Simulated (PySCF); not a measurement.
Dipole moment of molecules with a metal or metalloid centre, at PBE and at B3LYP.

Values in D, from PySCF. Where two bases are given, the first is that of PBE. B3LYP is a level with its own limits.

```json
[
 {"system": "Al(H)2(F)(OH2) singlet", "basis": "def2-TZVP", "PBE": "5.02", "B3LYP": "5.10", "PBE − B3LYP": "-0.08"},
 {"system": "Te(SH)(OSiH3) singlet", "basis": "def2-TZVP", "PBE": "1.10", "B3LYP": "1.20", "PBE − B3LYP": "-0.11"},
 {"system": "N[SiH2][O][Al]([OH])[OH] singlet", "basis": "def2-TZVP", "PBE": "2.07", "B3LYP": "2.14", "PBE − B3LYP": "-0.06"},
 {"system": "Ga(Cl)(SiH3)2 singlet", "basis": "def2-TZVP", "PBE": "2.00", "B3LYP": "2.14", "PBE − B3LYP": "-0.14"},
 {"system": "Ge(H)3(OAc) singlet", "basis": "def2-TZVP", "PBE": "1.58", "B3LYP": "1.64", "PBE − B3LYP": "-0.06"},
 {"system": "C[Si](C)(O)C#C[SiH3] singlet", "basis": "def2-SVP", "PBE": "1.05", "B3LYP": "1.09", "PBE − B3LYP": "-0.04"},
 {"system": "Si(H)2(Me)(OH) singlet", "basis": "def2-TZVP", "PBE": "1.67", "B3LYP": "1.70", "PBE − B3LYP": "-0.03"},
 {"system": "In(H)2(Ph) singlet", "basis": "def2-TZVP", "PBE": "0.86", "B3LYP": "0.78", "PBE − B3LYP": "0.08"},
 {"system": "Mg(tBu)(SMe) singlet", "basis": "def2-SVP", "PBE": "2.65", "B3LYP": "2.83", "PBE − B3LYP": "-0.18"},
 {"system": "B(Et)2(Vi) singlet", "basis": "def2-SVP", "PBE": "0.17", "B3LYP": "0.20", "PBE − B3LYP": "-0.03"},
 {"system": "Al(H)2(OH)(OMe2) singlet", "basis": "def2-TZVP", "PBE": "3.77", "B3LYP": "3.85", "PBE − B3LYP": "-0.08"},
 {"system": "F[SiH](F)[Ge]([Cl])([Cl])[Cl] singlet", "basis": "def2-TZVP", "PBE": "1.77", "B3LYP": "1.83", "PBE − B3LYP": "-0.06"},
 {"system": "B(All)2(OMe) singlet", "basis": "def2-SVP", "PBE": "2.31", "B3LYP": "2.30", "PBE − B3LYP": "0.01"},
 {"system": "Ge(Et)2(Vi)(OH) singlet", "basis": "def2-SVP", "PBE": "1.27", "B3LYP": "1.37", "PBE − B3LYP": "-0.10"},
 {"system": "In(F)2(SiH3) singlet", "basis": "def2-TZVP", "PBE": "4.77", "B3LYP": "5.06", "PBE − B3LYP": "-0.30"},
 {"system": "Si(F)(H)2(SH) singlet", "basis": "def2-TZVP", "PBE": "1.98", "B3LYP": "2.08", "PBE − B3LYP": "-0.10"},
 {"system": "Sn(Cl)2(Et)2 singlet", "basis": "def2-SVP", "PBE": "3.79", "B3LYP": "3.89", "PBE − B3LYP": "-0.11"},
 {"system": "CB(C)O[SiH2]O[SiH2]N singlet", "basis": "def2-SVP", "PBE": "1.47", "B3LYP": "1.42", "PBE − B3LYP": "0.04"},
 {"system": "Ge(Cl)(Br) singlet", "basis": "def2-TZVP", "PBE": "1.90", "B3LYP": "2.12", "PBE − B3LYP": "-0.23"},
 {"system": "CO[Si](N[SiH3])(OC)OC singlet", "basis": "def2-SVP", "PBE": "1.21", "B3LYP": "1.30", "PBE − B3LYP": "-0.10"},
 {"system": "[OH][Al]([OH])[O][Al]([OH])[OH] singlet", "basis": "def2-TZVP", "PBE": "0.01", "B3LYP": "0.01", "PBE − B3LYP": "0.00"},
 {"system": "Te(SeH)(GeH3) singlet", "basis": "def2-TZVP", "PBE": "0.98", "B3LYP": "1.05", "PBE − B3LYP": "-0.06"},
 {"system": "Si(F)2(GeH3)(Me) singlet", "basis": "def2-TZVP", "PBE": "2.09", "B3LYP": "2.17", "PBE − B3LYP": "-0.08"},
 {"system": "Mg(F)(GeH3) singlet", "basis": "def2-TZVP", "PBE": "1.36", "B3LYP": "1.30", "PBE − B3LYP": "0.06"}
]
```

The mean difference from B3LYP is -0.07 D (median -0.07) and the mean absolute one 0.09 D (median 0.08); PBE lies above in 4 and below in 20 of 24 cases. It is closest for [OH][Al]([OH])[O][Al]([OH])[OH] singlet (0.00), B(All)2(OMe) singlet (0.01), Si(H)2(Me)(OH) singlet (-0.03) and furthest off for In(F)2(SiH3) singlet (-0.30), Ge(Cl)(Br) singlet (-0.23), Mg(tBu)(SMe) singlet (-0.18).
